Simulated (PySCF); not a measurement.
AlH3Se3, SMILES [SeH][Al]([SeH])[SeH].

Geometry optimised at B3LYP-D3(BJ)/def2-SVP. The values are those of a single conformer.

All values below come from PySCF with TDA-PBE/def2-SVPD.

Vertical excitations. 

Task: Give excitation energies, oscillator strengths and character. (The exact figures need the calculation; the answer reports its results.)

Result: 
```json
[
 {"state": "S1", "energy (eV)": "4.34", "λ (nm)": "285", "f": "0.001", "main pairs": "HOMO→LUMO 99 %"},
 {"state": "S2", "energy (eV)": "4.39", "λ (nm)": "282", "f": "0.001", "main pairs": "HOMO−1→LUMO 99 %"},
 {"state": "S3", "energy (eV)": "4.51", "λ (nm)": "275", "f": "0.002", "main pairs": "HOMO→LUMO+1 78 %, HOMO→LUMO+2 19 %"},
 {"state": "S4", "energy (eV)": "4.54", "λ (nm)": "273", "f": "0.002", "main pairs": "HOMO−1→LUMO+1 77 %, HOMO−1→LUMO+2 20 %"},
 {"state": "S5", "energy (eV)": "4.84", "λ (nm)": "256", "f": "0.048", "main pairs": "HOMO−1→LUMO+2 68 %, HOMO−1→LUMO+1 17 %, HOMO−3→LUMO 11 %"},
 {"state": "S6", "energy (eV)": "4.87", "λ (nm)": "255", "f": "0.084", "main pairs": "HOMO→LUMO+2 70 %, HOMO→LUMO+1 17 %"},
 {"state": "S7", "energy (eV)": "5.13", "λ (nm)": "242", "f": "0.011", "main pairs": "HOMO−2→LUMO 59 %, HOMO−2→LUMO+1 18 %, HOMO→LUMO+3 13 %"},
 {"state": "S8", "energy (eV)": "5.17", "λ (nm)": "240", "f": "0.018", "main pairs": "HOMO−2→LUMO+1 42 %, HOMO−1→LUMO+3 33 %, HOMO−2→LUMO 9 %, HOMO−2→LUMO+2 8 %"},
 {"state": "S9", "energy (eV)": "5.19", "λ (nm)": "239", "f": "0.014", "main pairs": "HOMO→LUMO+3 75 %, HOMO−2→LUMO 22 %"},
 {"state": "S10", "energy (eV)": "5.30", "λ (nm)": "234", "f": "0.036", "main pairs": "HOMO−1→LUMO+3 63 %, HOMO−2→LUMO+1 16 %"},
 {"state": "T1", "energy (eV)": "4.16", "λ (nm)": "298", "f": "0", "main pairs": "HOMO→LUMO 98 %"},
 {"state": "T2", "energy (eV)": "4.18", "λ (nm)": "297", "f": "0", "main pairs": "HOMO−1→LUMO 98 %"},
 {"state": "T3", "energy (eV)": "4.25", "λ (nm)": "291", "f": "0", "main pairs": "HOMO→LUMO+2 55 %, HOMO→LUMO+1 43 %"},
 {"state": "T4", "energy (eV)": "4.29", "λ (nm)": "289", "f": "0", "main pairs": "HOMO−1→LUMO+2 57 %, HOMO−1→LUMO+1 41 %"}
]
```
Triplets are in the Tamm–Dancoff approximation.
